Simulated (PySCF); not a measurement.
Isomers of C3H3F3O, one GFN2-xTB conformer each. Single-point energies are computed at PBE0/pcSseg-1 (PySCF, gas phase, no added dispersion term), electronic only.

```
          SMILES  GFN2-xTB relative energy (kJ/mol)
    C=C(F)OC(F)F                                0.0
FC(F)[C@]1(F)CO1                               33.2
```

Conformers: `[CH2:1]=[C:2]([F:3])[O:4][CH:5]([F:6])[F:7]` with C1–C2–O4–C5 150°, C2–O4–C5–F6 151°; `[F:1][CH:2]([F:3])[C@:4]1([F:5])[CH2:6][O:7]1` with F1–C2–C4–F5 -172°.

**Question.** What does PBE0/pcSseg-1 give for the same structures?

**Answer.** 
```json
{"SMILES": "C=C(F)OC(F)F", "PBE0/pcSseg-1 E (Eh)": "-490.30687", "PBE0/pcSseg-1 (kJ/mol)": "0.0", "GFN2-xTB (kJ/mol)": "0.0", "point group": "C1"}
{"SMILES": "FC(F)[C@]1(F)CO1", "PBE0/pcSseg-1 E (Eh)": "-490.29153", "PBE0/pcSseg-1 (kJ/mol)": "40.3", "GFN2-xTB (kJ/mol)": "33.2", "point group": "C1"}
```

Both levels put the same isomer lowest. As drawn, the lower has a C=C bond outside aromatic rings, which the higher lacks; the higher has a three-membered ring, which the lower lacks.

**Question.** Which frontier levels, dipoles and rotational constants go with these structures?

**Answer.** 
```csv
SMILES,"HOMO (eV, PBE0/pcSseg-1)",LUMO (eV),dipole (D),"A, B, C (MHz)"
C=C(F)OC(F)F,-7.79,0.28,1.65,"5301, 1610, 1552"
FC(F)[C@]1(F)CO1,-9.01,1.56,0.73,"3978, 2463, 1871"
```
